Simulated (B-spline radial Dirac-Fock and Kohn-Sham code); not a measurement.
## Electron momentum distribution of P⁺: Compton profiles

System: P⁺ in the configuration [Ne] 3s2 3p2.

Model: the impulse approximation on Dirac-Fock densities. Program: a radial atomic solver. pz is in atomic units of momentum; subshell profiles are per electron, for a selection of subshells; open shells are spread over both j values by their weights.

```
  pz    J total   J 2p1/2   J 3s1/2   J 3p3/2
0.31      3.766     0.134     0.637     0.542
0.46      3.306     0.134     0.464     0.491
0.67      2.605     0.133     0.250     0.371
0.98      1.825     0.132    0.0776     0.184
 1.4      1.338     0.126    0.0267    0.0497
 2.1      1.004     0.109    0.0230   0.00664
 3.1     0.6417    0.0747   0.00882   0.00507
 4.5     0.3274    0.0363   0.00121   0.00291
 6.6     0.1413    0.0109  0.000346  0.000850
 9.7    0.05703   0.00202  0.000267  0.000151
  14    0.02043  0.000273  0.000102  1.95e-05
  21   0.004716  2.09e-05  1.99e-05  1.42e-06
  30  0.0009645  1.78e-06  3.50e-06    < 1e-6
  44  0.0001397    < 1e-6    < 1e-6    < 1e-6
  65  1.703e-05    < 1e-6    < 1e-6    < 1e-6
```

Problem. What is the peak value J(0), and which subshell contributes most to it?

Solution. J(0) = 4.212. The 3s1/2 subshell gives the largest part, 40 %.

Mean momentum ⟨p⟩ by subshell (a.u.): 1s1/2 12.4, 2s1/2 3.63, 2p1/2 4.82, 2p3/2 4.80, 3s1/2 1.14, 3p1/2 1.27, 3p3/2 1.26.

Values without a named source are computed, but for edge energies of neutral atoms, which are taken from tables.
